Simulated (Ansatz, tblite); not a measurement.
Forces on the cluster Zn₁₀O₁₀ at its r2SCAN-D4/def2-SVP geometry. Total charge 0; singlet.

The xTB rows come from tblite. Single mean-field runs in def2-SVP are fitted with def2-universal-jkfit. The structure holds 2 bonds between oxygen atoms, so isomers without such links may lie far lower. The restricted singlet is unstable towards broken spin symmetry in Hartree–Fock (as tested in another run); at PBE-D4/def2-SVP this wasn't settled. Another isomer (singlet) lies 6.05 eV lower at PBE0-D4/def2-TZVP; other spin states weren't run for this one.

GFN1-xTB (tblite), largest force 2.07 eV/Å:

```xyz
20
positions Å, forces eV/Å
Zn    0.923    0.457   -2.922   -0.306   -0.209   -0.035
Zn   -2.627    0.104   -0.064    0.230   -0.109   -0.172
Zn   -1.519   -1.958    1.461   -0.044    0.142   -0.015
Zn    2.555    3.652   -1.728    0.820    1.018    0.350
Zn   -0.701   -2.347    3.671   -0.803   -0.733    0.248
Zn   -1.348   -0.946   -2.214    0.251    0.163   -0.109
Zn   -0.126    1.671   -0.748   -0.021   -0.236   -0.101
Zn    2.600    1.734   -0.209    0.120   -0.326    0.206
Zn    2.012   -0.447    1.138    0.183    0.365   -0.055
Zn   -0.460    0.616    2.058    0.103   -0.088   -0.257
O    -1.528   -2.124   -0.456   -1.507    0.434   -0.664
O    -2.169   -0.091    1.736    0.108    0.143   -0.039
O     3.461    0.217    0.341   -0.243    0.164    0.024
O    -2.848   -1.612   -1.050    1.547   -0.598    0.817
O     0.577   -0.744    3.122    0.456   -0.318   -1.998
O     0.038   -0.976   -3.423   -0.283    0.079    0.284
O     0.789    1.430    0.896   -0.374    0.144    0.090
O     0.587   -1.503    1.789    0.376    0.868    1.546
O    -1.659    0.936   -1.448    0.132    0.076    0.296
O     1.443    1.931   -1.949   -0.745   -0.978   -0.416
```

GFN2-xTB (tblite), largest force 1.16 eV/Å:

```
Zn -0.127 -0.339 -0.116
Zn 0.244 -0.211 0.021
Zn -0.252 0.395 0.041
Zn 0.115 -0.003 0.265
Zn -0.304 -0.068 -0.243
Zn 0.158 0.125 0.120
Zn -0.214 -0.525 -0.415
Zn 0.246 -0.244 -0.095
Zn 0.216 0.095 0.079
Zn -0.005 -0.312 -0.012
O -0.568 0.733 -0.370
O 0.598 -0.192 -0.364
O -0.663 0.359 0.029
O 1.058 0.034 0.468
O 0.065 0.336 -0.784
O -0.354 0.305 0.598
O -0.544 0.103 -0.054
O 0.040 -0.088 0.067
O 0.468 -0.337 0.624
O -0.177 -0.168 0.140
```

PBE-D4/def2-SVP (Ansatz), largest force 0.56 eV/Å:

```
Zn 0.101 0.021 -0.069
Zn -0.211 0.184 0.057
Zn -0.036 -0.150 0.023
Zn 0.137 0.313 -0.054
Zn -0.109 -0.168 0.259
Zn -0.038 0.022 -0.081
Zn -0.106 0.121 0.043
Zn 0.065 0.177 0.032
Zn -0.061 -0.122 0.030
Zn -0.048 0.218 0.148
O 0.096 -0.296 -0.073
O -0.364 0.044 0.365
O 0.534 -0.146 -0.067
O -0.288 -0.243 -0.123
O 0.186 0.044 0.259
O 0.040 -0.397 -0.367
O 0.151 0.241 0.160
O 0.047 -0.285 -0.064
O -0.221 0.229 -0.314
O 0.124 0.194 -0.162
```
